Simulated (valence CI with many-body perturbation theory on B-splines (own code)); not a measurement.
# E1 transitions of Tb XVII

Method: valence CI with perturbative core correlation (CI+MBPT): three valence electrons over a frozen Dirac-Fock core [Kr] 4d10, a basis of 7 s, 7 p, 7 d, 7 f, 4 g, 2 h functions for each j, with the one-electron correlation potential Σ1 (screened to all orders), the two-electron term Σ2, the three-electron term Σ3, Breit, model QED; selected single and double excitations, second order for the rest, scaled by the run's own slope (own B-spline code, finite nucleus).

No measured levels were compared; by estimate terms of the open shell hold to a few per cent of their energy, and close levels can change places.

Lines 201 to 250 of 547 in falling wavelength, among levels below 107.32 eV, chosen from the strongest by gf and those to the six lowest levels. Wavelengths and rates use the calculated energies, so an error of 2000 cm⁻¹ moves a line at 260.4 Å by 0.52 % and its rate by three times that or more. Electric multipoles are in the length gauge, E1 and E2 with the static RPA response of the core. Weak lines are less certain than strong ones. Lines between different terms over intervals too small for the method are left out, as are lines whose strength nearly cancels. Where a level lies close to another of its J and parity, the split of strength between their lines is uncertain. The highest levels of a list are the least certain.

Names give the largest LS component (configuration and term), which can be under half, so a name can repeat, a term be missing and a line seem to break the LS rules; names also repeat where a configuration has a term twice. Letters in brackets count levels of one name in rising energy.

```csv
λ vac (Å),Upper,Lower,A (s⁻¹),S (a.u.) with core polarisation,S without
260.4,4f²5d ⁴F_9/2,4f²5p ⁴F°_7/2,7.15e+09,6.24e-01,7.71e-01
260.4,4f²5d ⁴G_9/2 [b],4f²5p ⁴G°_9/2 [b],6.34e+09,5.52e-01,6.82e-01
260.3,4f²5d ⁴H_11/2 [b],4f²5p ²H°_11/2 [a],3.83e+09,4.01e-01,4.96e-01
260.2,4f²5d ⁴F_7/2 [b],4f²5p ²G°_7/2 [b],7.05e+09,4.90e-01,6.05e-01
260.0,4f²5d ²I_11/2,4f²5p ⁴G°_11/2 [b],3.98e+09,4.14e-01,5.12e-01
259.9,4f²5d ²F_7/2 [d],4f²5p ²G°_9/2 [c],8.90e+09,6.17e-01,7.61e-01
259.7,4f²5d ²F_5/2 [c],4f²5p ²F°_5/2 [d],1.96e+10,1.02e+00,1.26e+00
259.6,4f²5d ⁴H_13/2 [c],4f²5p ⁴G°_11/2 [b],3.49e+10,4.22e+00,5.20e+00
259.5,4f²5d ⁴F_7/2 [b],4f²5p ²F°_5/2 [c],5.50e+09,3.79e-01,4.68e-01
259.4,4f²5d ⁴H_11/2 [d],4f²5p ⁴F°_9/2,5.66e+09,5.86e-01,7.23e-01
259.4,4f²5d ⁴I_13/2,4f²5p ⁴H°_11/2,7.00e+09,8.45e-01,1.04e+00
259.3,4f²5d ²H_11/2 [c],4f²5p ²G°_9/2 [c],1.06e+10,1.10e+00,1.35e+00
259.2,4f²5d ²P_3/2 [a],4f²5p ²F°_5/2 [b],2.95e+10,1.01e+00,1.25e+00
259.1,4f²5d ⁴H_13/2 [a],4f²5p ⁴I°_13/2,1.00e+10,1.20e+00,1.49e+00
259.1,4f²5d ²G_9/2 [d],4f²5p ²F°_7/2 [c],2.25e+10,1.93e+00,2.38e+00
259.0,4f²5d ²H_11/2 [a],4f²5p ²H°_11/2 [b],1.17e+10,1.20e+00,1.49e+00
258.9,4f²5d ²F_7/2 [b],4f²5p ⁴F°_5/2 [b],6.83e+09,4.68e-01,5.79e-01
258.8,4f²5d ⁴G_11/2,4f²5p ²I°_11/2 [b],3.73e+09,3.82e-01,4.73e-01
258.6,4f²5d ²F_5/2 [b],4f²5p ²F°_5/2 [c],6.52e+09,3.34e-01,4.11e-01
258.6,4f²5d ²G_9/2 [c],4f²5p ²G°_7/2 [b],5.38e+09,4.59e-01,5.64e-01
258.5,4f²5d ⁴I_11/2 [b],4f²5p ⁴H°_9/2 [b],1.35e+10,1.38e+00,1.70e+00
258.4,4f²5d ⁴P_1/2 [a],4f²5p ⁴D°_1/2 [b],2.47e+10,4.20e-01,5.20e-01
258.4,4f²5d ²G_9/2 [b],4f²5p ²G°_9/2 [b],1.67e+10,1.42e+00,1.76e+00
258.3,4f²5d ⁴H_11/2 [a],4f²5p ⁴H°_11/2,4.15e+09,4.23e-01,5.24e-01
258.2,4f²5d ⁴D_1/2,4f²5p ⁴D°_3/2 [b],3.38e+10,5.74e-01,7.09e-01
258.2,4f²5d ²I_13/2 [a],4f²5p ²H°_11/2 [b],1.46e+10,1.74e+00,2.14e+00
258.2,4f²5d ²F_7/2 [d],4f²5p ²F°_7/2 [c],6.23e+09,4.23e-01,5.22e-01
258.1,4f²5d ⁴G_5/2 [c],4f²5p ⁴G°_5/2 [b],2.13e+10,1.09e+00,1.34e+00
258.1,4f²5d ²G_9/2 [a],4f²5p ⁴F°_9/2,1.13e+10,9.60e-01,1.19e+00
258.1,4f²5d ⁴G_7/2 [a],4f²5p ⁴H°_7/2 [b],4.82e+09,3.27e-01,4.04e-01
258.0,4f²5d ²D_5/2 [b],4f²5p ²F°_5/2 [b],9.74e+09,4.95e-01,6.11e-01
258.0,4f²5d ⁴H_9/2 [a],4f²5p ⁴H°_9/2 [b],1.48e+10,1.25e+00,1.55e+00
257.9,4f²5d ⁴H_9/2 [a],4f²5p ⁴H°_7/2 [b],1.73e+10,1.47e+00,1.81e+00
257.9,4f²5d ⁴H_13/2 [c],4f²5p ²I°_13/2 [a],6.25e+09,7.40e-01,9.14e-01
257.9,4f²5d ²D_3/2,4f²5p ⁴D°_3/2 [b],1.04e+10,3.53e-01,4.35e-01
257.7,4f²5d ⁴F_3/2 [b],4f²5p ⁴F°_3/2,9.52e+09,3.22e-01,3.97e-01
257.7,4f²5d ⁴H_11/2 [b],4f²5p ⁴G°_9/2 [a],1.47e+10,1.49e+00,1.84e+00
257.6,4f²5d ⁴F_7/2 [a],4f²5p ⁴G°_7/2 [b],9.73e+09,6.57e-01,8.12e-01
257.5,4f²5d ⁴F_7/2 [a],4f²5p ⁴F°_5/2 [b],5.52e+09,3.72e-01,4.60e-01
257.5,4f²5d ⁴K_17/2,4f²5p ⁴I°_15/2,5.12e+10,7.76e+00,9.58e+00
257.4,4f²5d ⁴F_3/2 [c],4f²5p ²F°_5/2 [d],1.10e+10,3.69e-01,4.56e-01
257.3,4f²5d ²G_7/2 [b],4f²5p ²G°_7/2 [a],5.72e+09,3.85e-01,4.74e-01
257.2,4f²5d ²I_11/2,4f²5p ⁴F°_9/2,2.34e+10,2.36e+00,2.91e+00
257.1,4f²5d ²K_13/2,4f²5p ²I°_11/2 [b],3.44e+10,4.04e+00,4.97e+00
257.0,4f²5d ²G_7/2 [c],4f²5p ²F°_7/2 [c],7.82e+09,5.24e-01,6.45e-01
256.8,4f²5d ²H_9/2 [b],4f²5p ²G°_7/2 [b],1.02e+10,8.55e-01,1.05e+00
256.7,4f²5d ⁴G_9/2 [a],4f²5p ⁴G°_9/2 [a],1.41e+10,1.18e+00,1.46e+00
256.6,4f²5d ⁴I_15/2,4f²5p ⁴I°_13/2,4.32e+10,5.76e+00,7.12e+00
256.3,4f²5d ⁴F_3/2 [d],4f²5p ²F°_5/2 [d],1.41e+10,4.70e-01,5.81e-01
256.3,4f²5d ⁴D_5/2,4f²5p ⁴F°_5/2 [b],1.70e+10,8.48e-01,1.05e+00
```
